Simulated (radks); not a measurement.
The numbers below are computed, except where a source is named.
Question: The zinc ion Zn11+, configuration [Ar] 3d1. Level of theory: scalar-relativistic Kohn-Sham, SCAN, spin-polarised, spherical densities, finite nucleus; open shells are filled with parallel spins first; meta-GGA in the generalised Kohn-Sham scheme; Fermi nuclear charge, rms radius 3.9283 fm (a radial shooting solver on a logarithmic mesh with Libxc functionals). Some entries of the table are withheld. Estimate them.

orbital  occ.  eigenvalue (eV)  r(max) (bohr)
1s up       1        -9876.862        0.03292
1s down     1        -9876.852        0.03292
2s up       1        -1499.018            (1)
2s down     1        -1497.125            (2)
2p up       3        -1341.423         0.1522
2p down     3        -1340.042         0.1522
3s up       1              (3)         0.5588
3s down     1              (4)         0.5594
3p up       3        -368.0620         0.5525
3p down     3        -365.2356         0.5534
3d up       1        -290.7914         0.4795

Answer: 
(1) 2s up r(max) (bohr): 0.1889
(2) 2s down r(max) (bohr): 0.1889
(3) 3s up eigenvalue (eV): -417.9226
(4) 3s down eigenvalue (eV): -415.0996
